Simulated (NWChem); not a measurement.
Everything below was run with NWChem. System: C₂H₅O, charge 1, spin multiplicity 1, at the geometry of a parent with another charge or spin, in a state set for the comparison that need not be this species' ground state. Level: MP2/def2-TZVP, 3 core orbitals frozen.

Input file:

```
start mol
memory heap 200 mb stack 900 mb global 1100 mb
charge 1
geometry units angstroms nocenter noautoz noautosym
  C      1.205817    -0.175716    -0.019330
  O      0.005620     0.065768     0.535981
  C     -1.084188     0.063223    -0.343210
  H      1.350495     0.069641    -1.078943
  H      2.037583    -0.121017     0.684731
  H     -0.957631     0.814793    -1.144952
  H     -1.223274    -0.927839    -0.810912
  H     -1.981909     0.313237     0.237471
end
basis spherical
  * library def2-tzvp
end
scf
  rhf
  nopen 0
  maxiter 100
  thresh 1e-7
  semidirect memsize 60000000 filesize 0
end
mp2
  freeze core 3
end
task mp2 energy
```

Part of the output:

```
             Northwest Computational Chemistry Package (NWChem) 7.3.0
             --------------------------------------------------------

                                NWChem Input Module
                                -------------------

 Scaling coordinates for geometry "geometry" by  1.889725989
 (inverse scale =  0.529177249)

                             Geometry "geometry" -> ""
                             -------------------------

 Output coordinates in angstroms (scale by  1.889725989 to convert to a.u.)

  No.       Tag          Charge          X              Y              Z
 ---- ---------------- ---------- -------------- -------------- --------------
    1 C                    6.0000     1.20581700    -0.17571600    -0.01933000
    2 O                    8.0000     0.00562000     0.06576800     0.53598100
    3 C                    6.0000    -1.08418800     0.06322300    -0.34321000
    4 H                    1.0000     1.35049500     0.06964100    -1.07894300
    5 H                    1.0000     2.03758300    -0.12101700     0.68473100
    6 H                    1.0000    -0.95763100     0.81479300    -1.14495200
    7 H                    1.0000    -1.22327400    -0.92783900    -0.81091200
    8 H                    1.0000    -1.98190900     0.31323700     0.23747100

 Effective nuclear repulsion energy (a.u.)      77.6514071436

            Nuclear Dipole moment (a.u.)
            ----------------------------
        X                 Y               Z
 ---------------- ---------------- ----------------
    -0.0000037795     0.0000018897     0.0000056692


 Summary of "ao basis" -> "" (spherical)
 ------------------------------------------------------------------------------
       Tag                 Description            Shells   Functions and Types
 ---------------- ------------------------------  ------  ---------------------
 *                         def2-tzvp                  on all atoms

 Summary of "ao basis" -> "ao basis" (spherical)
 ------------------------------------------------------------------------------
       Tag                 Description            Shells   Functions and Types
 ---------------- ------------------------------  ------  ---------------------
 C                         def2-tzvp                11       31   5s3p2d1f
 O                         def2-tzvp                11       31   5s3p2d1f
 H                         def2-tzvp                 4        6   3s1p

                                 NWChem SCF Module
                                 -----------------

  ao basis        = "ao basis"
  functions       =   123
  atoms           =     8
  closed shells   =    12
  open shells     =     0
  charge          =   1.00
  wavefunction    = RHF
  use symmetry    = F
  symmetry adapt  = F

 Summary of "ao basis" -> "ao basis" (spherical)
 ------------------------------------------------------------------------------
       Tag                 Description            Shells   Functions and Types
 ---------------- ------------------------------  ------  ---------------------
 C                         def2-tzvp                11       31   5s3p2d1f
 O                         def2-tzvp                11       31   5s3p2d1f
 H                         def2-tzvp                 4        6   3s1p

 Forming initial guess at       0.1s

      Superposition of Atomic Density Guess
      -------------------------------------

 Sum of atomic energies:        -152.62600966

 Renormalizing density from      25.00 to     24

      Non-variational initial energy
      ------------------------------

 Total energy =    -149.767496
 1-e energy   =    -345.518211
 2-e energy   =     118.099308
 HOMO         =      -0.763946
 LUMO         =      -0.456804

 Starting SCF solution at       2.0s

 ----------------------------------------------
         Quadratically convergent ROHF

 Convergence threshold     :          1.000E-07
 Maximum no. of iterations :          100
 Final Fock-matrix accuracy:          1.000E-09
 ----------------------------------------------

              iter       energy          gnorm     gmax       time
             ----- ------------------- --------- --------- --------
                 1     -153.0666269888  1.86D+00  3.49D-01      2.2
                 2     -153.2162044751  4.48D-01  8.33D-02      2.6
                 3     -153.2312926133  3.71D-02  7.42D-03      3.3
                 4     -153.2314172934  8.01D-04  2.57D-04      4.5
                 5     -153.2314174145  3.67D-07  9.43D-08      7.0
                 6     -153.2314174145  8.91D-09  2.98D-09      8.4

       Final RHF  results
       ------------------

         Total SCF energy =   -153.231417414451
      One-electron energy =   -355.112103736522
      Two-electron energy =    124.229279178509
 Nuclear repulsion energy =     77.651407143562

        Time for solution =      6.4s

             Final eigenvalues
             -----------------

              1
    1  -20.9176
    2  -11.6683
    3  -11.4995
    4   -1.7190
    5   -1.2541
    6   -1.1281
    7   -0.9772
    8   -0.9545
    9   -0.8979
   10   -0.8284
   11   -0.7531
   12   -0.7289
   13   -0.2163
   14   -0.0454
   15   -0.0148
   16    0.0013
   17    0.0159
   18    0.0549
   19    0.0603
   20    0.0735
   21    0.1173
   22    0.1270

                       ROHF Final Molecular Orbital Analysis
                       -------------------------------------

 Vector   10  Occ=2.000000D+00  E=-8.284490D-01
              MO Center=  3.1D-01, -1.6D-03,  1.3D-01, r^2= 2.4D+00
   Bfn.  Coefficient  Atom+Function         Bfn.  Coefficient  Atom+Function
  ----- ------------  ---------------      ----- ------------  ---------------
    39      0.275081  2 O  pz                42      0.251329  2 O  pz
     8     -0.205733  1 C  pz                68     -0.186228  3 C  px
    11     -0.171724  1 C  pz               101     -0.160426  5 H  s
    71     -0.158239  3 C  px                95      0.151672  4 H  s

 Vector   11  Occ=2.000000D+00  E=-7.531040D-01
              MO Center= -1.0D+00,  1.0D-01, -1.3D-01, r^2= 1.7D+00
   Bfn.  Coefficient  Atom+Function         Bfn.  Coefficient  Atom+Function
  ----- ------------  ---------------      ----- ------------  ---------------
    70      0.245379  3 C  pz               119      0.226549  8 H  s
    73      0.213090  3 C  pz                39     -0.200250  2 O  pz
    42     -0.182446  2 O  pz

 Vector   12  Occ=2.000000D+00  E=-7.289231D-01
              MO Center= -6.3D-01, -6.9D-03, -3.2D-01, r^2= 1.9D+00
   Bfn.  Coefficient  Atom+Function         Bfn.  Coefficient  Atom+Function
  ----- ------------  ---------------      ----- ------------  ---------------
    69     -0.256418  3 C  py                38      0.238606  2 O  py
    72     -0.231058  3 C  py                41      0.225240  2 O  py
   107     -0.196454  6 H  s                113      0.194843  7 H  s

 Vector   13  Occ=0.000000D+00  E=-2.163191D-01
              MO Center=  1.0D+00, -3.0D-01, -3.3D-02, r^2= 1.9D+00
   Bfn.  Coefficient  Atom+Function         Bfn.  Coefficient  Atom+Function
  ----- ------------  ---------------      ----- ------------  ---------------
    13      0.460479  1 C  py                10      0.359067  1 C  py
     7      0.330897  1 C  py                44     -0.269798  2 O  py
     5     -0.230095  1 C  s                 38     -0.219458  2 O  py
    41     -0.196698  2 O  py               114     -0.155602  7 H  s

 Vector   14  Occ=0.000000D+00  E=-4.537941D-02
              MO Center=  7.9D-01,  2.1D-02, -7.1D-01, r^2= 5.9D+00
   Bfn.  Coefficient  Atom+Function         Bfn.  Coefficient  Atom+Function
  ----- ------------  ---------------      ----- ------------  ---------------
    67      2.342835  3 C  s                 96     -1.726209  4 H  s
   108     -1.131215  6 H  s                  5      1.067495  1 C  s
   102     -1.056430  5 H  s                114     -1.045330  7 H  s
    12      0.650644  1 C  px               120     -0.642829  8 H  s
    14     -0.449451  1 C  pz                76     -0.427955  3 C  pz

 Vector   15  Occ=0.000000D+00  E=-1.480902D-02
              MO Center=  1.1D+00, -9.6D-02, -2.1D-01, r^2= 5.9D+00
   Bfn.  Coefficient  Atom+Function         Bfn.  Coefficient  Atom+Function
  ----- ------------  ---------------      ----- ------------  ---------------
     5      2.340509  1 C  s                 67     -1.897324  3 C  s
    36     -1.681702  2 O  s                 96     -1.023117  4 H  s
   114      0.974000  7 H  s                102     -0.966421  5 H  s
   108      0.943185  6 H  s                 12     -0.851156  1 C  px
    76      0.569763  3 C  pz               120      0.471999  8 H  s

 center of mass
 --------------
 x =   0.03225385 y =  -0.00620970 z =   0.08784159

 moments of inertia (a.u.)
 ------------------
          41.940506882572          13.493518818344         -20.590850525561
          13.493518818344         191.253319164278          -0.303153945835
         -20.590850525561          -0.303153945835         164.614213036219

  Mulliken analysis of the total density
  --------------------------------------

    Atom       Charge   Shell Charges
 -----------   ------   -------------------------------------------------------
    1 C    6     5.71   0.86  1.12  0.55  0.69  0.07  1.07  1.07  0.15  0.03  0.09  0.01
    2 O    8     8.17   0.79  1.18  0.57  0.98  0.25  1.82  2.03  0.50  0.00  0.04  0.00
    3 C    6     6.19   0.85  1.12  0.49  0.69  0.10  1.22  1.32  0.29  0.03  0.07  0.01
    4 H    1     0.75   0.25  0.43  0.05  0.02
    5 H    1     0.73   0.25  0.43  0.03  0.02
    6 H    1     0.83   0.26  0.47  0.07  0.02
    7 H    1     0.82   0.26  0.47  0.06  0.02
    8 H    1     0.80   0.26  0.47  0.05  0.02

       Multipole analysis of the density wrt the origin
       ------------------------------------------------

     L   x y z        total         open         nuclear
     -   - - -        -----         ----         -------
     0   0 0 0      1.000000      0.000000     25.000000

     1   1 0 0      1.172571      0.000000     -0.000004
     1   0 1 0     -0.177108      0.000000      0.000002
     1   0 0 1     -0.626119      0.000000      0.000006

     2   2 0 0     -3.853825      0.000000    100.325492
     2   1 1 0     -0.670536      0.000000     -7.492858
     2   1 0 1      0.485398      0.000000     13.115535
     2   0 2 0    -11.970257      0.000000      6.735842
     2   0 1 1     -0.139515      0.000000     -0.328292
     2   0 0 2    -11.505618      0.000000     23.801379

                   NWChem MP2 Semi-direct Energy/Gradient Module
                   ---------------------------------------------

  Basis functions       =    123
  Molecular orbitals    =    123
  Frozen core           =      3
  Frozen virtuals       =      0
  Active alpha occupied =      9
  Active beta occupied  =      9
  Active alpha virtual  =    111
  Active beta virtual   =    111
  Use MO symmetry       = F
  Use skeleton AO sym   = F

  AO/Fock/Back tols     =   1.0D-09  1.0D-09  1.0D-09

 GA uses MA = F    GA memory limited = T

 Available:
  local mem=  1.26D+08
 global mem=  1.44D+08
 local disk=  0.00D+00
  mp2_memr nvloc                   111
  nvloc new                   111
   1 passes of   9:        5242880                      80793                  25812922.
   1 passes of   9: M    126151805           G      144148942           F     120908925.

 Semi-direct pass number   1 of   1  for RHF alpha+beta  at        8.5s
  vrange nnbf                  7592
  mp2_eaftype                    98  avail_ma_in_mb                  1099
 EAF : mp2_eaftype filesize          98   12906461.
  mp2_eaf for mointskh                     98
Node 0 wrote     60.7 Mb in      0.0 s     Agg I/O rate:  2424.6 Mb/s
 Done moints_semi at       13.9s
  mp2_eaftype                    98  avail_ma_in_mb                  1001
 EAF : mp2_eaftype filesize          98   12906461.
  mp2_eaf for kh                    98
 Done maket at       14.2s
 Done multipass loop at       14.2s

          -------------------------------------------
          SCF energy                -153.231417414451
          Correlation energy          -0.544849257694
          Singlet pairs               -0.357633120500
          Triplet pairs               -0.187216137194
          Total MP2 energy          -153.776266672145
          -------------------------------------------

          ---------------------------------------------------
                    Spin Component Scaled (SCS) MP2
          Same spin pairs                     -0.124810758129
          Same spin scaling factor             0.333333333333
          Opposite spin pairs                 -0.420038499565
          Opposite spin scaling fact.          1.200000000000
          SCS-MP2 correlation energy          -0.545649785521
          Total SCS-MP2 energy              -153.777067199972
          ---------------------------------------------------

 -----------------------
 Performance information
 -----------------------

 Timer overhead =  1.85D-07 seconds/call

               Nr. of calls         CPU time (s)                 Wall time (s)                GFlops
             ---------------    -------------------     ------------------------------   -------------------
Name         Min   Avg   Max    Min     Avg     Max     Min     Avg     Max   Mx/calls   Min     Max     Sum
mp2: moin     1     1     1    5.4     5.4     5.4      5.4     5.4     5.4     5.4      0.0     0.0     0.0
mp2: make     1     1     1   0.34    0.34    0.34     0.34    0.34    0.34    0.34      0.0     0.0     0.0
mp2: tota     1     1     1    5.8     5.8     5.8      5.8     5.8     5.8     5.8      0.0     0.0     0.0

 The average no. of pstat calls per process was 3.00D+00
 with a timing overhead of 5.56D-07s

 Task  times  cpu:       14.2s     wall:       14.2s

 Total times  cpu:       14.2s     wall:       14.2s
```
